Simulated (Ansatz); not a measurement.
Scan of the H8–N3–B2 angle

CH6BNS (SMILES CB(N)S), closed shell, at its PBE0-D4/def2-TZVP minimum:

| atom | x (Å) | y (Å) | z (Å) |
| --- | --- | --- | --- |
| C1 | -1.1115 | 0.5886 | -0.5930 |
| B2 | 0.2130 | -0.0984 | -0.0967 |
| N3 | 0.4603 | -0.3156 | 1.2610 |
| S4 | 1.4130 | -0.5998 | -1.3819 |
| H5 | -0.8936 | 1.4929 | -1.1688 |
| H6 | -1.7741 | 0.8682 | 0.2301 |
| H7 | -1.6699 | -0.0741 | -1.2609 |
| H8 | 1.2886 | -0.7506 | 1.6270 |
| H9 | -0.1991 | -0.0396 | 1.9680 |
| H10 | 2.3564 | -1.1230 | -0.5818 |

The angle H8–N3–B2 (124.6° at the minimum) is set to the values below, H8, with anything bonded beyond it, turning rigidly in the plane of the angle. Each method's energies count from its own value at the PBE0-D4 minimum structure. Ansatz 0.2.0; basis: def2-TZVPP; cores frozen in the correlated methods. B3LYP uses VWN-RPA correlation.

| angle (°) | CCSD(T) (eV) | PBE0-D4 (eV) | HF (eV) | r2SCAN-D4 (eV) |
| --- | --- | --- | --- | --- |
| 100.6 | 0.501 | 0.493 | 0.584 | 0.501 |
| 106.6 | ? | 0.278 | 0.330 | 0.284 |
| 112.6 | 0.124 | 0.124 | 0.147 | 0.127 |
| 118.6 | 0.030 | 0.031 | 0.037 | 0.032 |
| 124.6 | 0.000 | 0.000 | 0.000 | 0.000 |
| 130.6 | 0.033 | 0.032 | 0.035 | 0.031 |
| 136.6 | ? | 0.127 | 0.141 | 0.125 |
| 142.6 | 0.290 | 0.285 | 0.319 | 0.282 |
| 148.6 | ? | 0.506 | 0.566 | 0.502 |

(1) Fill in the withheld CCSD(T) values. (To be estimated.)

No T1 diagnostic of these runs exceeds 0.012.

Answers

(1) Computed: 0.281 eV at 106.6°; 0.130 eV at 136.6°; 0.514 eV at 148.6°. These count from the CCSD(T) energy at the PBE0-D4 minimum.

Minimum and curvature along this coordinate at CCSD(T): A fifth-order fit through the nearest points gives 124.5°, with a curvature of about 1.8 meV/deg².

Largest difference from the CCSD(T) curve over the scan: PBE-D4 0.030; B3LYP-D4 0.009; wB97M-V 0.008; MP2 0.007 eV. Each curve counts from its own value at the minimum.

For scale, one of the runs: CCSD(T)/def2-TZVPP, 219 basis functions (an equivalent command: `ansatz run in.yaml --threads 4`). Hardware: 4 CPU threads, shared host. Wall time 16 s; peak host memory 3.6 GiB.
